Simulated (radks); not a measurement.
Question: Species: Ta2+. Configuration: [Xe] 4f14 5d3. All-electron calculation, scalar-relativistic Kohn-Sham, PBEsol, spin-polarised, spherical densities, finite nucleus; open shells are filled with parallel spins first (spin-orbit coupling, left out, can overturn this in heavy ions); Fermi nuclear charge, rms radius 5.3507 fm. Program: a radial shooting solver on a logarithmic mesh with Libxc functionals. Some entries of the table are withheld. Estimate them.

| orbital | occ. | eigenvalue (hartree) | <r> (bohr) |
|---|---|---|---|
| 1s down | 1 | -2474.589 | 0.01867 |
| 1s up | 1 | -2474.588 | 0.01867 |
| 2s up | 1 | -425.6696 | 0.07898 |
| 2s down | 1 | -425.6654 | 0.07898 |
| 2p up | 3 | -373.2401 | 0.07058 |
| 2p down | 3 | -373.2367 | 0.07058 |
| 3s up | 1 | -97.94246 | 0.2049 |
| 3s down | 1 | -97.94153 | 0.2049 |
| 3p up | 3 | -82.34175 | 0.2049 |
| 3p down | 3 | -82.34064 | 0.2049 |
| 3d up | 5 | -64.10252 | 0.1857 |
| 3d down | 5 | -64.09999 | 0.1857 |
| 4s up | 1 | -20.40826 | 0.4589 |
| 4s down | 1 | -20.40512 | 0.4589 |
| 4p up | 3 | -15.28803 | 0.4878 |
| 4p down | 3 | -15.28508 | 0.4878 |
| 4d up | 5 | -8.72784 | 0.5233 |
| 4d down | 5 | -8.72414 | 0.5231 |
| 5s up | 1 | -3.26936 | 1.104 |
| 5s down | 1 | -3.22612 | 1.096 |
| 5p up | 3 | -2.04330 | 1.297 |
| 5p down | 3 | -1.98271 | 1.284 |
| 4f up | 7 | (1) | 0.6418 |
| 4f down | 7 | (2) | 0.6365 |
| 5d up | 3 | -0.70592 | 1.970 |
| 6s up | 0 | -0.70112 | 2.839 |
| 6s down | 0 | -0.62282 | 2.888 |
| 5d down | 0 | -0.62107 | 1.974 |
| 6p up | 0 | -0.47281 | 3.558 |

Answer: 
(1) 4f up eigenvalue (hartree): -1.48006
(2) 4f down eigenvalue (hartree): -1.46966
